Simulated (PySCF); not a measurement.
## From computed data to an observable: oscillator strength and radiative lifetime

C₂H₉FOSi₂, SMILES F[C@H]([SiH3])[Si@@H](O)C.

Geometry: r2SCAN-D4/def2-SVP. The structure was generated by enumeration; whether it is a known compound was not checked. Other conformers were not sampled.

TDA-PBE/def2-SVPD in PySCF puts the first singlet state with f over 0.02 at 6.39 eV (vertical), with the transition dipole (0.395, 0.022, 0.052) in atomic units.

Find the oscillator strength, the wavelength and the radiative lifetime that this transition would have in vacuum if emission retraced absorption.


|μ|² = 0.1592 au, so |μ| = 1.01 D. ΔE = 6.39/27.211 = 0.2348 hartree. f = (2/3) ΔE |μ|² = 0.025 (the program prints 0.025).
λ = 1239.84/6.39 = 194 nm; ν = 51539 cm⁻¹.
Einstein's coefficient A = 0.6670 ν² f s⁻¹ (ν in cm⁻¹) = 4.4e7 s⁻¹, so τ = 1/A = 23 ns. This state is S2; the lower singlet has f = 0.009. The figure is the radiative limit of this one transition; relaxation, internal conversion, crossing to triplets and a medium change what is measured.
